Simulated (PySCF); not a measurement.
Compound: WF5 (doublet state).
Geometry (PBE0-D3(BJ)/def2-SVP, Å), atoms numbered from 1 in this order:
```
atom  x, y, z in Å
W1     0.0479    0.0026    0.0005
F2     0.0628   -0.0520    1.8861
F3     0.0822    0.0489   -1.8851
F4     1.8697    0.0058    0.0106
F5    -1.0384    1.4817    0.0412
F6    -1.0242   -1.4870   -0.0532
```

Computed with PySCF 2.14.0, PBE0-D3(BJ)/def2-SVP geometry optimisation, gas phase, def2 core potentials past Kr.

**Question.** Which atoms are bound to W1, and at what distances?

**Answer.** 5 atoms: F4 1.822 Å, F5 1.836 Å, F6 1.836 Å, F2 1.886 Å, F3 1.886 Å.

**Question.** List the angles at W1.

**Answer.** 
| angle | degrees | distance of the outer atoms (Å) |
| --- | --- | --- |
| F2–W1–F3 | 178.5 | 3.77 |
| F4–W1–F5 | 126.2 | 3.26 |
| F4–W1–F6 | 125.8 | 3.26 |
| F5–W1–F6 | 108.0 | 2.97 |
| F3–W1–F5 | 90.8 | 2.65 |
| F2–W1–F6 | 90.6 | 2.65 |
| F2–W1–F5 | 90.3 | 2.64 |
| F3–W1–F6 | 90.1 | 2.63 |
| F3–W1–F4 | 89.3 | 2.61 |
| F2–W1–F4 | 89.2 | 2.60 |

**Question.** Describe the arrangement about W1 in numbers.

**Answer.** τ5 = (β − α)/60° = 0.87 from the two widest angles, 178.5° and 126.2° (0 for a square pyramid, 1 for a trigonal bipyramid). The W–F distances aren't all alike: 1.822 to 1.886 Å.

**Question.** What are the rotational constants (commonest isotopes, rigid rotor)?

**Answer.** A = 2646, B = 2308, C = 2085 MHz: an asymmetric top.

Point group: C2v (tolerance 0.08 Å). Charge 0, doublet. ⟨S²⟩ = 0.753 (exact for a doublet: 0.75). PBE0-D3(BJ)/def2-SVP frequencies: not computed here.

Caution for open-shell metal species: one SCF solution and one stationary point were followed, and a lower state or a bent or distorted shape isn't ruled out.
